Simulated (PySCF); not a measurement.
How exact exchange moves a shielding

Molecule: SMILES N[B-]1(O)[NH2+][BH2-][NH2+]1, B2H9N3O.

Geometry:
```tsv
atom	x (Å)	y (Å)	z (Å)
N1	1.855	0.514	-0.516
B2	0.801	-0.273	0.140
O3	1.314	-1.215	1.059
N4	-0.335	-0.957	-0.858
B5	-1.454	-0.144	-0.075
N6	-0.379	0.662	0.771
H7	2.756	0.049	-0.545
H8	1.663	0.944	-1.412
H9	0.632	-1.664	1.563
H10	-0.374	-1.970	-0.789
H11	-0.227	-0.721	-1.841
H12	-2.111	-0.882	0.641
H13	-2.118	0.571	-0.806
H14	-0.249	1.641	0.528
H15	-0.447	0.606	1.784
```

GIAO shieldings (ppm, equivalent atoms averaged) in PySCF on the PBE0-D3(BJ)/def2-SVP geometry, basis pcSseg-1, gas phase, non-relativistic:

| functional | exact exchange (%) | σ(N4/N6) | σ(N1) | σ(B2) | σ(B5) |
| --- | --- | --- | --- | --- | --- |
| BLYP | 0 | 191.9 | 218.4 | 93.8 | 112.2 |
| BP86 | 0 | 197.9 | 221.2 | 96.9 | 116.0 |
| PBE | 0 | 197.4 | 221.7 | 96.9 | 116.0 |
| PBE0 | 25 | 205.1 | 226.9 | 101.9 | 120.2 |
| mPW1PW91 | 25 | 204.4 | 226.1 | 101.7 | 119.9 |
| BHandHLYP | 50 | 206.6 | 228.1 | 103.9 | 120.6 |
| HF | 100 | 217.7 | 235.4 | 113.4 | 128.2 |

(1) Fit each shielding as a line in the percentage of exact exchange.

(2) What does the line predict for B3LYP (20 %), and what does the run give?

Results:

(1) σ(N4/N6) = 196.8 + 0.22 x (rms 2.4 ppm); σ(N1) = 221.2 + 0.15 x (rms 1.4 ppm); σ(B2) = 96.3 + 0.17 x (rms 1.2 ppm); σ(B5) = 115.3 + 0.13 x (rms 1.5 ppm). The functionals also differ in their semilocal parts, which the line can't hold; Hartree–Fock has no correlation at all.

(2) σ(N4/N6): 201.2 predicted, 198.7 computed; σ(N1): 224.2 predicted, 222.8 computed; σ(B2): 99.7 predicted, 98.1 computed; σ(B5): 117.9 predicted, 116.0 computed ppm.
